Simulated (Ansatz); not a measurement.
One change: `CB(N)N` becomes `[CH3][Ga]([NH2])[NH2]`.

Ansatz, PBE0-D4/def2-TZVP geometries, multiplicity 1. Each molecule was computed in one conformer, which needn't be the lowest.

Scalar relativity is left out up to krypton.

```
                            property  `CB(N)N`
 HOMO–LUMO gap (PBE/def2-TZVPP) / eV      5.45
  LUMO energy (PBE0/def2-TZVPP) / eV      0.87
   HOMO energy (PBE/def2-TZVPP) / eV     -5.35
   LUMO energy (PBE/def2-TZVPP) / eV      0.10
 HOMO energy (B3LYP/def2-TZVPP) / eV     -6.52
HOMO–LUMO gap (PBE0/def2-TZVPP) / eV      7.62
```

Task: Give the same properties after the change, and the shifts. (Estimate.)

Result: The calculation gave: 
```tsv
property	`[CH3][Ga]([NH2])[NH2]`	shift
HOMO–LUMO gap (PBE/def2-TZVPP) / eV	4.79	-0.66
LUMO energy (PBE0/def2-TZVPP) / eV	0.44	-0.43
HOMO energy (PBE/def2-TZVPP) / eV	-5.17	0.18
LUMO energy (PBE/def2-TZVPP) / eV	-0.38	-0.48
HOMO energy (B3LYP/def2-TZVPP) / eV	-6.33	0.19
HOMO–LUMO gap (PBE0/def2-TZVPP) / eV	7.02	-0.60
```

With PBE0 the HOMO rises by 0.18 eV and the LUMO falls by 0.43 eV, so the gap narrows by about 0.61 eV. PBE moves the HOMO by 0.18 eV and ωB97M-V by 0.17 eV.

B3LYP here is the variant with VWN-RPA as its local correlation; programs differ in this.
